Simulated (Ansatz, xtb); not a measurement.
# A geometry optimisation of BH4NS2 with r2SCAN-D4/def2-SVP

The starting geometry of this gas-phase singlet was built from a drawn formula by distance geometry and a force field; its bonds are those of `[BH2-]1NS[SH+]1`.

```tsv
atom	x (Å)	y (Å)	z (Å)
B	0.3339	0.0350	-1.1969
N	-1.1312	0.0302	-1.6971
S	-1.8267	0.9157	-0.2822
S	0.1597	0.8956	0.3930
H	0.7087	-1.1368	-1.0224
H	1.0539	0.6125	-1.9581
H	-1.1208	0.6983	-2.4956
H	0.6946	2.1621	0.2362
```

**Question.** Predict what becomes of its bonds when it is optimised with r2SCAN-D4/def2-SVP.

**Answer.** A bond breaks, leaving `BNSS`. Contacts that open: B1–S4 (1.82 → 3.90 Å).

The energy falls by 2.10 eV over 19 steps:

```tsv
step	E − E(last) (eV)
1	2.099
3	1.372
5	1.047
7	0.620
9	0.312
11	0.074
13	0.018
15	0.003
17	0.000
19	0.000
```

Final geometry (Å):

```xyz
8

B     0.3705   -0.6185   -1.9498
N    -0.4569    0.4512   -1.5676
S    -1.2721    0.5818   -0.0595
S    -0.0280    1.7189    1.1527
H     0.5841   -1.5076   -1.1665
H     0.8269   -0.5910   -3.0681
H    -0.6506    1.2238   -2.2030
H    -0.5017    2.9538    0.8387
```

From the same start GFN2-xTB reaches the same bonding as this run.

The end wasn't checked by frequencies. Run with Ansatz 0.2.0, 27 s on 2 threads of Intel(R) Xeon(R) Processor @ 2.70GHz (shared host).
